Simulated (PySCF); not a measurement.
# Worked example: chemical shift, span and skew from a shielding tensor

CH₉ClOSi₃, SMILES C[Si@@H](Cl)[SiH2][SiH2]O. Atoms are numbered in the order given.

```xyz
15

C     -3.1196     0.8366     0.3017
Si    -1.5662     0.0751    -0.4084
Cl    -0.5592     1.5307    -1.5303
Si    -0.0002    -0.6437     1.1796
Si     2.0752    -0.6625     0.0975
O      3.1459    -1.4911     1.0802
H     -2.8682     1.6708     0.9733
H     -3.7676     1.2166    -0.5028
H     -3.6807     0.0827     0.8765
H     -1.9065    -1.0305    -1.3539
H     -0.3629    -2.0053     1.6868
H      0.0079     0.3128     2.3321
H      2.5286     0.7432    -0.1461
H      1.9259    -1.3287    -1.2372
H      4.0558    -1.5390     0.7716
```

The structure is a stationary point at PBE0-D3(BJ)/def2-SVP. The structure was generated by enumeration; whether it is a known compound was not checked. Other conformers were not sampled.

GIAO shieldings from PBE0/pcSseg-1 run with PySCF, non-relativistic, no solvent. The symmetric part of the tensor of C1 has the principal values 167.5, 184.2, 190.9 ppm. The same nucleus in TMS has σ = 186.3 ppm at this level (PySCF, at its B3LYP-D3(BJ)/def2-TZVP geometry). Without spin–orbit terms, shifts of atoms bonded to Cl or Br come out too high.

### Question
Work out the isotropic shielding, the ¹³C shift against TMS, the span and the skew.

### Answer

σ(iso) = (σ11 + σ22 + σ33)/3 = 180.9 ppm. δ = σ(ref) − σ(iso) = 186.3 − (180.9) = 5.4 ppm.
Span Ω = σ33 − σ11 = 23.4 ppm. Skew κ = 3(σ(iso) − σ22)/Ω = -0.43. Tumbling in solution averages the tensor to δ; in a static solid the shielding alone would spread this spin-1/2 line over Ω.
